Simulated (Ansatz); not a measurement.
Species: trichloro(fluoro)silane, sum formula SiCl₃F (charge 0, singlet). 
Geometry from a B3LYP-D3(BJ)/def2-TZVP (Ansatz, a first-principles code) optimisation:
```
Si
F 1 1.5807
Cl 1 2.0251 2 108.32
Cl 1 2.0251 2 108.32 3 120.00
Cl 1 2.0251 2 108.32 3 -120.00
```
Charge 0, spin multiplicity 1.

Property: vertical triplet-singlet gap (E(triplet) - E(singlet); each state is the SCF solution reached for its spin; the molecule has degenerate orbitals, so one determinant may break the symmetry; for the triplet T1 is 0.045), in kcal/mol. Valence correlation only, unless marked. UHF or UKS for open shells. No spin-orbit coupling. No relativistic terms. CBS(X,Y): correlation extrapolated as X^-3; Hartree-Fock from the larger set. [CCSD(T)-MP2]/basis is that difference in the basis named.

RI-MP2/CBS(aug-cc-pV(T+d)Z,aug-cc-pV(Q+d)Z)+[CCSD(T)-MP2]/aug-cc-pV(T+d)Z (Ansatz) gives 186.1 kcal/mol.

**Question.** Another calculation gave 166.3 kcal/mol. Which level was it?
A) PBE0/def2-TZVPD (Ansatz)
B) wB97X-V/def2-TZVPD (Ansatz)
C) PBE/def2-TZVPD (Ansatz)
D) BHLYP/def2-TZVPD (Ansatz)

**Answer.** A, PBE0/def2-TZVPD (Ansatz). The others give 180.0 (BHLYP), 150.2 (PBE), 185.3 (wB97X-V) kcal/mol.
